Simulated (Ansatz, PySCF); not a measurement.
C4H10AlClO (SMILES C[C](C)(C)[Al]([OH])[Cl]), singlet, geometry from GFN2-xTB (such geometries of metal compounds can be far from the true shape), with bond 13-7 at 2.4 times its length. Base run: CASSCF(4,3)/STO-3G (PySCF).

The PySCF input:
```python
from pyscf import gto, scf, mcscf
import numpy

mol = gto.M(
    atom='''
Al    0.72899255   -0.37590500    0.06944593
Cl    1.94661813    0.44769975   -1.34494980
O     1.28195877   -1.60303360    1.01303564
H     1.56376368   -2.31016712    1.57515185
C    -1.20693747    0.24219685    0.31668656
C    -2.16901634   -0.74797004   -0.35462163
C    -1.54524909    0.30437559    1.80919259
C    -1.39805453    1.62288874   -0.31689442
H    -3.20392337   -0.43798667   -0.19640562
H    -2.04543356   -1.74693035    0.06105528
H    -1.98763291   -0.79867863   -1.42736811
H    -1.36578470   -0.66001655    2.28170940
H    -0.07778606    2.09421644    3.02437439
H    -2.59562988    0.56445495    1.95286961
H    -0.78117873    2.36829192    0.18384954
H    -1.11843279    1.60659213   -1.37017124
H    -2.44147820    1.93548905   -0.24532294
''',
    basis='sto-3g',
    verbose=3,
)

mf = scf.RHF(mol)
mf.kernel()
mc = mcscf.CASSCF(mf, 3, 4)
mc.fix_spin_(ss=0.0)
mc.kernel()
occ = numpy.linalg.eigvalsh(mc.fcisolver.make_rdm1(mc.ci, mc.ncas, mc.nelecas))[::-1]
ss = mc.fcisolver.spin_square(mc.ci, mc.ncas, mc.nelecas)[0]
print('natural occupations', occ.round(4), ' <S^2>', round(ss, 4))
```

Programs used: Ansatz (a quantum-chemistry and plane-wave program), PySCF; a row that names a program was run with it.

The base run was repeated with changes; each row names its change, and settings that it needs were set with it.

```tsv
change	ΔE vs base (kcal/mol)	natural occupations	<S^2> of the state
base	0.000	2.00 1.30 0.70	0.00
correction = SC-NEVPT2	-164.9	2.00 1.30 0.70	0.00
active space = 6 electrons, 8 orbitals	-21.57	1.98 1.97 1.31 0.69 0.03 0.02 0.00 0.00	0.00
code = ansatz; correction = SC-NEVPT2, all electrons	-164.8	-	-
orbitals = fixed (CASCI); correction = SC-NEVPT2	-165.2	2.00 1.32 0.68	0.00
conv_tol = 1e-5	0.000	2.00 1.30 0.70	0.00
start = MP2 natural orbitals	-0.034	2.00 1.31 0.69	0.00
active space = 10 electrons, 8 orbitals	-21.84	2.00 2.00 1.98 1.97 1.31 0.69 0.03 0.02	0.00
state_average = 2 states	6.12	-	-
orbitals = fixed (CASCI)	6.32	2.00 1.32 0.68	0.00
code = ansatz	-0.013	-	-
```

Active orbitals are taken around the Fermi level unless the row says otherwise; CASSCF can end in different local minima, and two programs can end on different orbitals. State-averaged rows give the lowest state.

Ansatz warned in this series: the state or the total is in doubt.
